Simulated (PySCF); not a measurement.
A structure optimised at B3LYP-D3(BJ)/def2-SVP, used in a PySCF frequency run:

```xyz
11

C     -2.3264    -0.1070     0.3488
C     -1.1788     0.1313     1.3260
C      0.0819     0.6830     0.6935
F     -0.1810     1.8378     0.0246
Br     0.9013    -0.6068    -0.5747
H     -2.0619    -0.8759    -0.3921
H     -3.2266    -0.4410     0.8859
H     -2.5725     0.8179    -0.1934
H     -1.4795     0.8716     2.0898
H     -0.9133    -0.7914     1.8657
H      0.8780     0.8730     1.4266
```

Question: Write its SMILES and formula.

Answer: CC[C@H](F)Br, C3H6BrF

Question: What are its rotational constants (standard atomic weights)?

Answer: 4.8289, 1.9535, 1.6136 GHz
